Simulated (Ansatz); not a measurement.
Species: Si₂H₃F, charge 0, singlet. A triplet may lie lower; no result for it is given here. Si2H3F (SMILES [Si]([SiH3])F).
B3LYP-D3(BJ)/def2-TZVP minimum from Ansatz (a quantum-chemistry and plane-wave program):
```xyz
6

Si     0.1743     0.6129     0.9064
F      0.7806     1.5264    -0.2947
Si    -0.5310    -1.2436    -0.5335
H      0.6439    -1.8037    -1.2554
H     -1.5074    -0.7600    -1.5474
H     -1.1695    -2.3446     0.2348
```

Total energies in cc-pV(D+d)Z, 18 correlated electrons, 11 frozen orbitals. UHF or UKS for unpaired electrons; spin-orbit terms are left out. Cores are frozen in correlated methods. No relativity. The restricted determinant of H3FSi2 (F[Si][SiH3], singlet) is unstable towards broken spin symmetry in at least one set run.

| method | program | energy (Eh) | minus CCSDT(Q) (mEh) |
|---|---|---|---|
| HF | Ansatz | -679.05154 | 422.20 |
| MP2 | Ansatz | -679.41938 | 54.37 |
| CCSD | Ansatz | -679.46209 | 11.66 |
| CCSD(T) | Ansatz | -679.47163 | 2.12 |
| UCCSD(T) | Ansatz | -679.47140 | 2.34 |
| CCSDT(Q) | Ansatz | -679.47375 | 0.00 |

Rough core times of Ansatz's runs on a shared machine: CCSD(T) under 20 s, UCCSD(T) 30 s, CCSDT(Q) 4 min.
